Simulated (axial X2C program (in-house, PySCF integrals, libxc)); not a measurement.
# Potential curves of CoS⁺, two-component

Calculated with an axial X2C code built on PySCF integrals. Two-component (2c) means X2C with spin–orbit coupling and atomic mean-field two-electron Coulomb and Gaunt terms. Basis: Co dyall-cv3z [9s10p6d3f2g], S dyall-av3z [9s8p3d2f] (cores contracted in-house); Gaussian nuclei, density fitting, unrestricted open shells. Masses: Co 58.933 u, S 31.972 u.

State: Ω = 4 (⟨Sz⟩ = 2.00, ⟨Lz⟩ = 2.00 at PBE0). Energies in kJ/mol from the lowest point of each curve. Fits are polynomials in 1 − R0/R over 0.85 to 1.23 times the lowest point R0.

```json
{"R (Å)": "1.7670", "PBE0": "80.23", "MP2": "100.98", "CCSD": ""}
{"R (Å)": "1.8482", "PBE0": "33.06", "MP2": "51.21", "CCSD": "39.43"}
{"R (Å)": "1.9091", "PBE0": "13.00", "MP2": "26.24", "CCSD": "17.48"}
{"R (Å)": "1.9701", "PBE0": "2.75", "MP2": "10.25", "CCSD": "5.01"}
{"R (Å)": "2.0310", "PBE0": "0.00", "MP2": "1.89", "CCSD": "0.00"}
{"R (Å)": "2.1021", "PBE0": "3.76", "MP2": "0.00", "CCSD": "1.45"}
{"R (Å)": "2.1732", "PBE0": "12.81", "MP2": "4.89", "CCSD": "8.92"}
{"R (Å)": "2.2646", "PBE0": "29.40", "MP2": "18.86", "CCSD": "24.97"}
{"R (Å)": "2.3763", "PBE0": "53.63", "MP2": "46.17", "CCSD": ""}
{"R (Å)": "2.5388", "PBE0": "90.39", "MP2": "", "CCSD": ""}
```

Correlated methods: 14 electrons correlated (number of frozen shells: Co 3 s, 2 p; S 2 s, 1 p), 250 virtual spin orbitals or spinors in MP2, 90 natural virtuals in coupled cluster.

Occupations by symmetry block were frozen at the best pattern of an incomplete PBE0 search. Density functionals use the spin component along the axis (collinear). CCSD ran in a truncated set of natural virtual spinors with an MP2 remainder; without triples it tends to underbind. Other states lie close and PBE0, whose exact exchange favours high spin, may order them wrongly; the determinant shown need not be the ground state. The nearest other 2c determinant of the search, Ω = 3, lies 0.72 eV up at the distance of the search. Without a current term, density functionals place determinants with orbital angular momentum somewhat too high. With several unpaired electrons one determinant need not be a pure state. Open-shell Ω = 0 determinants with evenly filled partner blocks cannot be reached by this program, so the Ω shown need not be the lowest component. Some points did not converge and are left out. The T1 diagnostic is large, a sign of multireference character. Coupled cluster ran on the points near the minimum only. MP2 and coupled cluster on one determinant become unreliable at the stretched end.

Task: What are Re and ωe at the PBE0 level?

Result: At PBE0, 2c: Re = 2.027 Å, ωe ≈ 456 cm⁻¹; Be follows as 0.198 cm⁻¹.

Task: What are Re and ωe at the MP2 level?

Result: At MP2, 2c: Re = 2.084 Å, ωe ≈ 439 cm⁻¹; Be follows as 0.187 cm⁻¹.

Task: Fit the CCSD curve near its minimum: give the equilibrium distance and the harmonic wavenumber.

Result: At CCSD, 2c: Re = 2.051 Å, ωe ≈ 444 cm⁻¹; Be follows as 0.193 cm⁻¹.
